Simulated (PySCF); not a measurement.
## Stretching KMg⁺

Set-up: basis K pcseg-2, Mg pcseg-2; no relativity; PySCF 2.14. Energies in eV from K⁺ + Mg in their ground configurations at the same level. State: ¹Σ⁺ (singlet), closed shell.

All columns are B97-3. A positive dipole points towards Mg; it is taken about the centre of mass and depends on that origin.

```json
{"R (Å)": "3.225", "E (eV)": "-0.174", "μ (D)": "-2.16", "Mulliken charge on K (basis-dependent)": "0.69", "HOMO (eV)": "-9.81", "LUMO (eV)": "-5.15", "Mayer bond order": "0.53", "⟨S²⟩": "0.00"}
{"R (Å)": "3.375", "E (eV)": "-0.243", "μ (D)": "-2.37", "Mulliken charge on K (basis-dependent)": "0.71", "HOMO (eV)": "-9.70", "LUMO (eV)": "-5.17", "Mayer bond order": "0.50", "⟨S²⟩": "0.00"}
{"R (Å)": "3.525", "E (eV)": "-0.282", "μ (D)": "-2.62", "Mulliken charge on K (basis-dependent)": "0.73", "HOMO (eV)": "-9.58", "LUMO (eV)": "-5.17", "Mayer bond order": "0.46", "⟨S²⟩": "0.00"}
{"R (Å)": "3.638", "E (eV)": "-0.295", "μ (D)": "-2.83", "Mulliken charge on K (basis-dependent)": "0.75", "HOMO (eV)": "-9.50", "LUMO (eV)": "-5.18", "Mayer bond order": "0.43", "⟨S²⟩": "0.00"}
{"R (Å)": "3.750", "E (eV)": "-0.299", "μ (D)": "-3.07", "Mulliken charge on K (basis-dependent)": "0.77", "HOMO (eV)": "-9.41", "LUMO (eV)": "-5.18", "Mayer bond order": "0.41", "⟨S²⟩": "0.00"}
{"R (Å)": "3.862", "E (eV)": "-0.296", "μ (D)": "-3.32", "Mulliken charge on K (basis-dependent)": "0.79", "HOMO (eV)": "-9.32", "LUMO (eV)": "-5.17", "Mayer bond order": "0.38", "⟨S²⟩": "0.00"}
{"R (Å)": "4.013", "E (eV)": "-0.285", "μ (D)": "-3.68", "Mulliken charge on K (basis-dependent)": "0.81", "HOMO (eV)": "-9.20", "LUMO (eV)": "-5.17", "Mayer bond order": "0.34", "⟨S²⟩": "0.00"}
{"R (Å)": "4.200", "E (eV)": "-0.263", "μ (D)": "-4.16", "Mulliken charge on K (basis-dependent)": "0.84", "HOMO (eV)": "-9.05", "LUMO (eV)": "-5.16", "Mayer bond order": "0.29", "⟨S²⟩": "0.00"}
{"R (Å)": "4.425", "E (eV)": "-0.233", "μ (D)": "-4.78", "Mulliken charge on K (basis-dependent)": "0.87", "HOMO (eV)": "-8.88", "LUMO (eV)": "-5.15", "Mayer bond order": "0.24", "⟨S²⟩": "0.00"}
{"R (Å)": "4.725", "E (eV)": "-0.192", "μ (D)": "-5.64", "Mulliken charge on K (basis-dependent)": "0.91", "HOMO (eV)": "-8.66", "LUMO (eV)": "-5.14", "Mayer bond order": "0.18", "⟨S²⟩": "0.00"}
```

A fit through these points gives, at Re = 3.752 Å, μ = -3.07 D and dμ/dR = -2.17 D/Å; the reduced mass is 14.85 u.

Problem. How strong is the fundamental in the double-harmonic approximation, I = 42.26·(dμ/dR)²/μred km/mol?

Solution. I = 42.26·(-2.17)²/14.85 = 13.4 km/mol at B97-3.

Closed-shell solutions of metal pairs were not tested for spin polarisation, which can lower them a little. The bond is weak. Basis-set superposition, not corrected here, can be much of De in a small basis, most of all at correlated wavefunction levels. For an ion De counts to the pair picked by the measured ionisation energies or electron affinities, which need not be the lowest pair at this level.
